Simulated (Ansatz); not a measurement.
The lowest singlet and triplet of AlH (SMILES [AlH]); geometries from B3LYP-D3(BJ)/def2-TZVP, each state relaxed from the structure named, with no frequency check.
Singlet at the triplet's geometry (charge 0, multiplicity 1):
```json
[
 {"atom": "Al", "x (Å)": "0.0000", "y (Å)": "0.0000", "z (Å)": "-0.1147"},
 {"atom": "H", "x (Å)": "0.0000", "y (Å)": "0.0000", "z (Å)": "1.4914"}
]
```

A positive gap puts the triplet lower; no zero-point energy. R- takes a restricted singlet. The triplet is unrestricted in single-reference levels. Active spaces average the two states.

Correlated levels freeze the cores.

The values were computed with Ansatz (a first-principles code) with Gaussian orbitals. Values without a source in brackets are computed.

R-PBE/def2-TZVPP gives -38.50 kcal/mol for the gap E(singlet) − E(triplet), vertical, at the triplet's geometry.

Question: How do the other levels lie against it? Give each less PBE: R-r2SCAN/def2-TZVPP, R-PBE0/def2-TZVPP, R-wB97M-V/def2-TZVPP, R-B2PLYP/def2-TZVPP, R-MP2/cc-pV(Q+d)Z, R-CCSD(T)/cc-pV(Q+d)Z, SC-NEVPT2 on SA-CASSCF(4,5)/cc-pV(Q+d)Z, FIC-MRCISD+Q on SA-CASSCF(4,5)/cc-pV(Q+d)Z, FCI/cc-pV(Q+d)Z.

Answer: R-r2SCAN/def2-TZVPP 4.59; R-PBE0/def2-TZVPP 0.53; R-wB97M-V/def2-TZVPP -9.76; R-B2PLYP/def2-TZVPP -4.58; R-MP2/cc-pV(Q+d)Z -1.30; R-CCSD(T)/cc-pV(Q+d)Z -4.54; SC-NEVPT2 on SA-CASSCF(4,5)/cc-pV(Q+d)Z -4.89; FIC-MRCISD+Q on SA-CASSCF(4,5)/cc-pV(Q+d)Z -4.15; FCI/cc-pV(Q+d)Z -4.45 kcal/mol. 2 of 9 lie above PBE; the widest gap is to R-wB97M-V/def2-TZVPP.

Doubts at one or more of the structures used: a restricted determinant that unrestricted orbitals would lower (R-MP2/cc-pV(Q+d)Z, R-CCSD(T)/cc-pV(Q+d)Z).
